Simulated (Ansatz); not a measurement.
Consider the isomerisation: `N=CC1(F)C[SiH2]1` → `C=N/C(F)=C/[SiH3]`.

Isolated molecules relaxed with PBE0-D4/def2-TZVP in Ansatz; ΔE leaves out vibrations. CCSD(T)/CBS is the MP2 limit (def2-TZVPP, def2-QZVPP) plus CCSD(T) − MP2 in def2-TZVPP, frozen cores. DFT in def2-TZVPP. B3LYP here is the variant with VWN-RPA as its local correlation; programs differ in this. One conformer a species, not always the lowest.

```csv
level,ΔE (kJ/mol),difference from CCSD(T)/CBS
PBE-D4,-42.8,8.3
r2SCAN-D4,-47.9,3.2
PBE0-D4,-41.0,10.1
B3LYP-D4,-63.0,-11.9
ωB97X-V,-44.1,7.0
ωB97M-V,-45.5,5.6
B2PLYP,-60.4,-9.3
PBE,-44.3,6.8
r2SCAN,-48.2,2.9
PBE0,-42.3,8.8
B3LYP,-65.6,-14.5
HF/def2-TZVPP,-86.6,-35.5
MP2/def2-TZVPP,-47.4,3.7
SCS-MP2/def2-TZVPP,-56.9,-5.8
CCSD/def2-TZVPP,-55.6,-4.5
CCSD(T)/def2-TZVPP,-55.2,-4.1
HF/def2-QZVPP,-86.1,-35.0
MP2/def2-QZVPP,-44.8,6.3
SCS-MP2/def2-QZVPP,-54.6,-3.5
HF/CBS(def2),-86.0,-34.9
MP2/CBS(def2),-43.3,7.8
CCSD/CBS(def2),-51.6,-0.5
CCSD(T)/CBS,-51.1,0
```

Largest T1 diagnostic among the species: 0.014.

In def2-TZVPP, CCSD(T) changes the Hartree–Fock value by +31.4 kJ/mol (the triples alone add +0.4 kJ/mol) and MP2 by +39.3 kJ/mol.
